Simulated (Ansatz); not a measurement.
FH₅O₄Si₂ (`O[SiH](O)O[SiH](O)F`). Total charge 0; spin multiplicity 1. The structure was optimised at the PBE0-D4/def2-TZVP level. It is one conformer, not always the lowest.

```xyz
12

O    -1.743    0.895    1.896
Si   -0.370    0.969    1.033
O     0.839    0.320    1.919
O    -0.493    0.147   -0.384
Si    0.220   -0.998   -1.272
O     0.298   -0.594   -2.837
F     1.695   -1.169   -0.666
H    -1.900    0.116    2.432
H    -0.166    2.388    0.704
H     1.572   -0.084    1.447
H    -0.451   -2.298   -1.184
H     0.499    0.309   -3.087
```

What is the dipole moment at B3LYP/def2-TZVPP? (An estimate is asked.)

Ansatz gave: 0.68 D, with components (0.27, -0.18, -0.59) D in this frame, pointing from negative to positive charge.

And with PBE, r2SCAN, ωB97M-V? (Estimate.)

The calculation gave: PBE 0.64 D, r2SCAN 0.66 D, ωB97M-V 0.68 D.

Give the Mulliken charges with B3LYP, ωB97M-V, r2SCAN in def2-TZVPP. (An estimate is asked.)

The calculation gave: 
```
atom  B3LYP  ωB97M-V  r2SCAN
  O1  -0.39    -0.38   -0.41
 Si2   0.71     0.65    0.73
  O3  -0.39    -0.39   -0.41
  O4  -0.36    -0.36   -0.38
 Si5   0.76     0.70    0.77
  O6  -0.38    -0.36   -0.40
  F7  -0.34    -0.33   -0.33
  H8   0.19     0.18    0.21
  H9  -0.10    -0.06   -0.10
 H10   0.20     0.19    0.21
 H11  -0.09    -0.04   -0.08
 H12   0.19     0.18    0.21
```

B3LYP here is the variant with VWN-RPA as its local correlation; programs differ in this.
